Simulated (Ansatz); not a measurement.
A search over several starts for the lowest SCF solution of Cd7⁺ at the given spin, in a small basis.

```yaml
crystal:
  periodic: [false, false, false]
  atoms:
    - {symbol: Cd, position_ang: [-1.147837, -0.602664, -3.122436]}
    - {symbol: Cd, position_ang: [-2.122120, 1.351500, 2.295355]}
    - {symbol: Cd, position_ang: [-0.149835, -1.774050, 0.599005]}
    - {symbol: Cd, position_ang: [-2.453575, 0.264630, -0.519343]}
    - {symbol: Cd, position_ang: [0.884507, 0.934850, 2.111794]}
    - {symbol: Cd, position_ang: [1.611708, -0.495052, -1.848419]}
    - {symbol: Cd, position_ang: [3.377164, 0.320786, 0.484033]}
basis:
  gaussian: {orbitals: def2-SVP, initial_orbitals: start.molden}
total_charge: 1
magnetization: {spin_polarized: true, initial_magnetization: 1}
hamiltonian: {xc: pbe0}
output: {orbitals: {seedname: orbitals}}
```

The file start.molden holds the orbitals of an earlier run on this structure, at another level or in another basis.

```sh
$ ansatz run in.yaml --threads 4 --pin off --events-out ev --progress --plain --max-ram 4787MiB
```

It prints (some lines left out):

```
Functional definition: PBE0
2296 factors; integrals over basis functions are off by at most 6.4e-4 eV
mean field evaluation 1: about -31932.4542 eV, gradient 8.7e1 eV
mean field evaluation 2: about -31939.6982 eV, gradient 1.1e1 eV
mean field evaluation 4: about -31944.0602 eV, gradient 6.7e0 eV
mean field evaluation 8: about -31944.9472 eV, gradient 2.1e-2 eV
mean field evaluation 16: about -31944.5789 eV, gradient 3.6e-1 eV
mean field evaluation 32: about -31944.9472 eV, gradient 1.0e-4 eV
mean field -31944.94723898 eV, -1173.9551579695 hartree, gradient 2.0e-5 eV, S^2 0.766204; 1 other end points of the search recorded, 0 dependent functions left out
reference -31944.94727784 eV, -1173.9551593977 hartree; 70, 69 occupied and 147, 148 virtual orbitals, 2296 factors
Total energy: -31944.94727784 eV, -1173.9551593977 hartree
```

It took 33 s on 4 threads of Arm Neoverse V2 on a shared host, peak host memory 1.3 GiB.

In the def2 sets Cd takes a core potential; there is no spin–orbit coupling. Another isomer (doublet) lies 0.04 eV lower at PBE0/def2-TZVP; other spin states weren't run for this one.
